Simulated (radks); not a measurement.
Question: I III, configuration [Kr] 4d10 5s2 5p3. All-electron calculation, scalar-relativistic Kohn-Sham, PBE, spin-unpolarised, spherical densities, finite nucleus; Fermi nuclear charge, rms radius 4.75 fm. Program: a radial shooting solver on a logarithmic mesh with Libxc functionals. Some entries of the table are withheld. Estimate them.

orbital  occ.  eigenvalue (Ry)  <r> (bohr)
1s          2        -2425.687     0.02722
2s          2              (1)      0.1172
2p          6        -337.6974      0.1025
3s          2        -77.10541      0.3141
3p          6        -64.67159      0.3121
3d         10        -46.04836      0.2886
4s          2        -14.77207      0.7398
4p          6        -10.87451      0.7916
4d         10         -5.18804      0.9183
5s          2         -2.64612         (2)
5p          3         -1.79936       2.208

Answer: 
(1) 2s eigenvalue (Ry): -376.0615
(2) 5s <r> (bohr): 1.875
